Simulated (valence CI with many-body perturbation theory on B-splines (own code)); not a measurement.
Results of a calculation; reference values are marked as such.
Sensitivity of CI+MBPT for Pm XXXI

Level of theory: configuration interaction combined with many-body perturbation theory (CI+MBPT): three valence electrons over a frozen Dirac-Fock core [Ar] 3d10, radial functions for each j: 6 s, 6 p, 5 d, 3 f, 1 g, with the one-electron correlation potential Σ1 (screened to all orders), the two-electron term Σ2, the three-electron term Σ3, Breit, model QED; selected single and double excitations, second order for the rest (own B-spline code, finite nucleus).

No measured spectrum was set against this ion. As an estimate, large intervals hold to a few tenths of a per cent, small ones and those within an open d or f shell to about a per cent.

The reference run has the lowest level (4s^2 4p1/2) J=1/2 and an ionisation energy of 1159.55 eV. Its largest variational space holds 2796 state functions.

Levels are named by their leading jj configuration (3d3/2^4 stands for four electrons in 3d with j = 3/2), which in mixed levels can hold well under half, so a name can repeat and another be missing. Letters in brackets count levels of one name in rising energy.

Changed runs:
A. scale of Σ1 1 → 0
B. core polarisation of operators on → off
C. correlating orbitals by l 3 3 3 2 1 → 4 4 3 0 0; size limit of the variational space 10000 → 1500
D. start configuration 4s2 4p1 → 4s2 5p1 (bad on purpose)

Excitation energies of the reference run in cm⁻¹, and shifts in cm⁻¹:

```tsv
Level	Reference	A	B	C
(4s^2 4p3/2) J=3/2	277803	-1262	0	+3.5
(4s 4p1/2^2) J=1/2	525844	+375	0	-93
(4s 4p1/2 4p3/2) J=3/2 [a]	735777	-780	0	-389
(4s 4p1/2 4p3/2) J=5/2	782580	-821	0	-83
(4s 4p1/2 4p3/2) J=3/2 [b]	853585	-834	0	+272
(4s 4p1/2 4p3/2) J=1/2	879956	-792	0	+394
(4s 4p3/2^2) J=5/2	1038850	-1938	0	-152
(4s 4p3/2^2) J=3/2	1153240	-1545	0	+370
(4s 4p3/2^2) J=1/2	1158360	-2057	0	+633
(4s^2 4d3/2) J=3/2	1230710	-749	0	+1077
(4s^2 4d5/2) J=5/2	1273170	-727	0	+1020
(4p1/2^2 4p3/2) J=3/2	1395910	-356	0	+52
Ionisation energy (eV)	1159.55	-1.65	0	-0.05
```

No effect on these energies: B.

Run D: It gave no result: the start configuration must fill the lowest shells above the core. The program said: "5p is not the lowest shell of its kind above the core".
